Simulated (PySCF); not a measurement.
Te(SH)(SMe), SMILES CS[Te]S (CH4S2Te), singlet, CAM-B3LYP/def2-SVP optimised geometry.

```
8

Te    -0.96    -1.17     0.00
S      1.47    -1.17     0.00
H      1.63    -1.04    -1.33
S     -1.47     1.17     0.00
C     -1.23     1.65     1.74
H     -1.88     1.08     2.41
H     -1.49     2.72     1.80
H     -0.18     1.52     2.04
```

Density from CAM-B3LYP/def2-TZVP, def2 effective core potentials past Kr (PySCF) at that geometry. The core electrons that the potentials of Te replace are not part of the density.

Minimum of the electron density along straight lines between bonded atoms, close to the bond critical point (lines longer than 1.1 times the sum of covalent radii, or with two minima, are not listed):

```csv
bond,length / Å,ρ at the minimum / e bohr⁻³,∇²ρ there / e bohr⁻⁵,position (fraction from the first atom)
Te1–S2,2.422,0.093,0.01,0.48
S2–H3,1.350,?,?,0.65
Te1–S4,2.400,0.098,0.01,0.48
S4–C5,1.819,0.181,?,0.53
C5–H6,1.097,0.277,-0.96,0.65
C5–H7,1.100,0.274,-0.94,0.65
C5–H8,1.098,0.277,-0.96,0.65
```

What belongs in the gaps?


- S2–H3, ρ at the minimum / e bohr⁻³: 0.214
- S2–H3, ∇²ρ there / e bohr⁻⁵: -0.62
- S4–C5, ∇²ρ there / e bohr⁻⁵: -0.30
